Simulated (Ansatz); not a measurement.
C2H8O2SSi2 (`C=C[SiH](O)S[SiH2]O`), relaxed with RKS PBE0-D4/def2-TZVP in the Gaussian-basis code of Ansatz from a GFN2-xTB geometry. The force threshold is 0.005 eV/Å; the program also tests the step.

Charge 0, multiplicity 1.

Start:

```xyz
15

C     0.226    2.762   -1.249
C     0.778    2.222   -0.174
Si    0.879    0.383    0.166
O     0.378    0.153    1.691
S    -0.435   -0.638   -1.232
Si   -0.742   -2.485   -0.204
O    -1.205   -2.205    1.340
H    -0.228    2.149   -2.011
H     0.198    3.828   -1.413
H     1.225    2.866    0.572
H     2.206   -0.196   -0.035
H     0.030   -0.698    1.964
H     0.501   -3.195    0.029
H    -1.767   -3.159   -0.976
H    -2.042   -1.788    1.532
```

How much energy does the relaxation release, and in how many steps? (An estimate is asked.)

Computed: 11.52 kJ/mol, in 20 steps.

Which bonds change most? (Estimate.)

The calculation gave: Si6–H14 from 1.450 to 1.483 Å; Si6–H13 from 1.451 to 1.479 Å; C2–Si3 from 1.872 to 1.847 Å; Si3–H11 from 1.462 to 1.487 Å.

Give the relaxed structure. (An estimate is asked.)

The calculation gave: 
```xyz
15

C     0.332    2.759   -1.303
C     0.837    2.198   -0.210
Si    0.664    0.413    0.230
O     0.198    0.319    1.799
S    -0.789   -0.477   -1.092
Si   -0.699   -2.412   -0.226
O    -1.086   -2.379    1.386
H    -0.250    2.191   -2.024
H     0.474    3.812   -1.528
H     1.409    2.822    0.477
H     1.932   -0.340    0.038
H    -0.058   -0.561    2.097
H     0.675   -2.960   -0.245
H    -1.648   -3.251   -0.995
H    -1.990   -2.135    1.598
```
